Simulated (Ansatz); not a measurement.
Consider the ligand exchange at the Si–S bond: `C[SiH2]SS` + `N[PH][AlH2]` → `C[SiH2]N[PH][AlH2]` + `SS`.

Calculated with Ansatz (gas phase, PBE0-D4/def2-TZVP geometries, no zero-point term in ΔE). CCSD(T)/CBS is the MP2 limit (def2-TZVPP, def2-QZVPP) plus CCSD(T) − MP2 in def2-TZVPP, frozen cores. This one scheme is used for every species. DFT in def2-TZVPP. One conformer a species, not always the lowest.

`C[SiH2]SS`:

Z-matrix (Å, degrees):
```
C
Si 1 1.861
H 1 1.092 2 110.7
H 1 1.093 2 110.1 3 120.1
H 1 1.092 2 110.3 3 -120.3
S 2 2.151 1 112.2 3 61.0
H 2 1.487 1 110.9 3 -177.5
H 2 1.489 1 111.6 3 -55.0
S 6 2.065 2 98.3 1 60.8
H 9 1.346 6 98.1 2 88.4
```

`N[PH][AlH2]`:

Cartesian coordinates in Å:
```
N 1.414 0.594 -0.511
P 0.475 -0.831 -0.407
Al -1.238 -0.339 1.070
H 2.299 0.473 -0.978
H 0.978 1.461 -0.779
H -0.335 -0.874 -1.587
H -2.477 -1.331 1.073
H -1.118 0.847 2.118
```

`C[SiH2]N[PH][AlH2]`:

Cartesian coordinates in Å:
```
C -1.441 -0.379 1.831
Si -1.403 0.868 0.449
N 0.046 0.732 -0.496
P 0.462 -0.713 -1.310
Al 2.777 -0.829 -1.360
H -2.373 -0.294 2.398
H -0.604 -0.229 2.517
H -1.382 -1.394 1.432
H -1.398 2.262 0.975
H -2.616 0.683 -0.397
H 0.588 1.565 -0.658
H 0.263 -0.419 -2.693
H 3.637 -0.021 -0.297
H 3.444 -1.833 -2.392
```

`SS`:

Z-matrix (Å, degrees):
```
S
S 1 2.046
H 1 1.347 2 98.6
H 2 1.347 1 98.6 3 -90.5
```

Q: Is it downhill or uphill in electronic energy at CCSD(T)/CBS, and by how much? (Estimate.)

A: Computed: Uphill: ΔE = +0.07 eV.

Q: What do these levels give: r2SCANh-D4, ωB97X-V, B2PLYP, PBE-QIDH, PBE, MP2/CBS(def2)? (Estimate.)

A: The calculation gave: r2SCANh-D4 0.10, ωB97X-V 0.06, B2PLYP 0.05, PBE-QIDH 0.09, PBE 0.16, MP2/CBS(def2) 0.09 eV.

Largest T1 diagnostic among the species: 0.013.

At CCSD(T), def2-SVP lies −0.06 eV from the extrapolated value and def2-TZVPP −0.03 eV. Leaving LDA and LC-ωPBE aside and taking each functional with its dispersion term where it has one, the values, not all of them listed here, spread over 0.14 eV, from CAM-B3LYP-D4 to PBE-D4. LDA lies −0.04 eV from PBE without D4.
